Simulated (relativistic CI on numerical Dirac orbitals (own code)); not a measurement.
# Level scheme of Se XXXIV

Computed by Dirac equation for one electron, model QED (radiative potential, 1s self-energy scaled to tabulated hydrogen-like ionisation energies) (own radial code, finite nucleus).

Configurations in the expansion: 1s, 2s, 2p, 3s, 3p, 3d, 4s, 4p, 4d, 4f, 5s, 5p, 5d, 5f, 5g, 6s, 6p, 6d. Levels of other configurations are missing.

The lowest level is 1s 2S_1/2, with 100 % of that term; Hund's rules for 1s give 2S with J = 1/2, in agreement.

| No. | Configuration | Term | J | E (Ry) | % | Landé g | Lifetime (s) |
| --- | --- | --- | --- | --- | --- | --- | --- |
| 1 | 1s | 2S | 1/2 | 0.00 | 100 | 1.961 |  |
| 2 | 2p | 2P° | 1/2 | 878.89 | 100 | 0.655 | 1.19e-15 |
| 3 | 2s | 2S | 1/2 | 879.00 | 100 | 1.992 |  |
| 4 | 2p | 2P° | 3/2 | 883.53 | 100 | 1.326 | 1.21e-15 |
| 5 | 3p | 2P° | 1/2 | 1043.15 | 100 | 0.661 | 3.96e-15 |
| 6 | 3s | 2S | 1/2 | 1043.19 | 100 | 1.998 | 1.05e-13 |
| 7 | 3d | 2D | 3/2 | 1044.53 | 100 | 0.796 | 1.12e-14 |
| 8 | 3p | 2P° | 3/2 | 1044.53 | 100 | 1.330 | 3.97e-15 |
| 9 | 3d | 2D | 5/2 | 1044.97 | 100 | 1.197 | 1.15e-14 |
| 10 | 4p | 2P° | 1/2 | 1100.46 | 100 | 0.663 | 9.29e-15 |
| 11 | 4s | 2S | 1/2 | 1100.47 | 100 | 2.000 | 1.52e-13 |
| 12 | 4d | 2D | 3/2 | 1101.03 | 100 | 0.797 | 2.60e-14 |
| 13 | 4p | 2P° | 3/2 | 1101.04 | 100 | 1.332 | 9.26e-15 |
| 14 | 4f | 2F° | 5/2 | 1101.22 | 100 | 0.855 | 5.36e-14 |
| 15 | 4d | 2D | 5/2 | 1101.22 | 100 | 1.198 | 2.67e-14 |
| 16 | 4f | 2F° | 7/2 | 1101.32 | 100 | 1.141 | 5.40e-14 |
| 17 | 5p | 2P° | 1/2 | 1126.90 | 100 | 0.664 | 1.80e-14 |
| 18 | 5s | 2S | 1/2 | 1126.91 | 100 | 2.001 | 2.37e-13 |
| 19 | 5d | 2D | 3/2 | 1127.19 | 100 | 0.798 | 5.00e-14 |
| 20 | 5p | 2P° | 3/2 | 1127.19 | 100 | 1.333 | 1.79e-14 |
| 21 | 5f | 2F° | 5/2 | 1127.29 | 100 | 0.856 | 1.03e-13 |
| 22 | 5d | 2D | 5/2 | 1127.29 | 100 | 1.199 | 5.13e-14 |
| 23 | 5g | 2G | 7/2 | 1127.34 | 100 | 0.887 | 1.75e-13 |
| 24 | 5f | 2F° | 7/2 | 1127.34 | 100 | 1.142 | 1.04e-13 |
| 25 | 5g | 2G | 9/2 | 1127.37 | 100 | 1.110 | 1.75e-13 |
| 26 | 6p | 2P° | 1/2 | 1141.23 | 100 | 0.665 | 3.10e-14 |
| 27 | 6s | 2S | 1/2 | 1141.23 | 100 | 2.001 | 3.62e-13 |
| 28 | 6d | 2D | 3/2 | 1141.40 | 100 | 0.799 | 8.54e-14 |
| 29 | 6p | 2P° | 3/2 | 1141.40 | 100 | 1.333 | 3.07e-14 |
| 30 | 6d | 2D | 5/2 | 1141.45 | 100 | 1.200 | 8.77e-14 |

Energies count from the lowest computed level; ° marks odd parity; lifetimes are radiative, by E1, M1, E2, M2 decay to levels of this space only; some are left blank where a channel outside the calculation adds to the decay or the decay crosses a small, uncertain gap.
